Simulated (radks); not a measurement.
The numbers below are computed, except where a source is named.
Correlation energies from several functionals, in hartree. Species: Os3+ [Xe] 4f14 5d5; F5+ [He] 2s2; Cl14+ [He] 2s1. Code: a radial shooting solver on a logarithmic mesh with Libxc functionals. Model: non-relativistic Kohn-Sham, r2SCAN, spin-polarised, spherical densities, point nucleus; meta-GGA in the generalised Kohn-Sham scheme. Every spin shell is full or empty, so the densities are truly spherical. Functionals are evaluated on that one density, not self-consistently.

[
 {"functional": "PW92", "Os3+": "-7.6555", "F5+": "-0.32138", "Cl14+": "-0.28150"},
 {"functional": "VWN5", "Os3+": "-7.6880", "F5+": "-0.32289", "Cl14+": "-0.28251"},
 {"functional": "PZ", "Os3+": "-7.6549", "F5+": "-0.32073", "Cl14+": "-0.28123"},
 {"functional": "Wigner", "Os3+": "-3.8669", "F5+": "-0.20873", "Cl14+": "-0.11778"},
 {"functional": "PBEsol", "Os3+": "-5.0113", "F5+": "-0.12738", "Cl14+": "-0.077182"},
 {"functional": "LYP", "Os3+": "-3.9629", "F5+": "-0.12653", "Cl14+": "-0.087736"},
 {"functional": "P86", "Os3+": "-5.0226", "F5+": "-0.12875", "Cl14+": "-0.12494"},
 {"functional": "PW91", "Os3+": "-4.8077", "F5+": "-0.12030", "Cl14+": "-0.079960"},
 {"functional": "AM05", "Os3+": "-7.2131", "F5+": "-0.28210", "Cl14+": "-0.24656"},
 {"functional": "OP (B88)", "Os3+": "-3.8819", "F5+": "-0.13846", "Cl14+": "-0.086824"},
 {"functional": "revTPSS", "Os3+": "-4.5058", "F5+": "-0.10912", "Cl14+": "-0.059108"},
 {"functional": "SCAN", "Os3+": "-4.5027", "F5+": "-0.10482", "Cl14+": "-0.060597"},
 {"functional": "r2SCAN", "Os3+": "-4.5167", "F5+": "-0.10517", "Cl14+": "-0.060726"},
 {"functional": "Tao-Mo", "Os3+": "-4.3714", "F5+": "-0.081057", "Cl14+": "-0.041396"}
]
